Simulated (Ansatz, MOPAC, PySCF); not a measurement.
Isomers of C3H5N. Gas-phase values, no solvent. One relaxed conformer stands for each flexible species; it need not be the lowest. Strings in code marks are SMILES.

Quantity: electronic energy of isomers of C3H5N relative to `CCC#N`, in kcal/mol. The restricted reference of `C=CN=C` is unstable towards unrestricted orbitals. Semi-empirical values (MOPAC) are differences of heats of formation.

Level 1: frozen-core MP2/cc-pVTZ // PBE0-D4/def2-TZVP (Ansatz, an electronic-structure program)
Level 2: M06-2X/6-31G* // PBE0-D4/def2-TZVP (PySCF)
Level 3: PBE/6-31G* // PBE0-D4/def2-TZVP (PySCF)
Level 4: PM6 // PBE0-D4/def2-TZVP (MOPAC)

```
species                          level 1  level 2  level 3  level 4
-------------------------------  -------  -------  -------  -------
`NC1=CC1`                              ?        ?     49.4     47.7
`N=C1CC1`                           43.1     38.7        ?     30.2
`C=CN=C` (C–C–N–C torsion 180°)     32.2     28.3     24.0     29.3
```

Question: Fill in the missing entries.

Answer: 
- `NC1=CC1`, level 1: 55.4
- `NC1=CC1`, level 2: 52.5
- `N=C1CC1`, level 3: 34.3
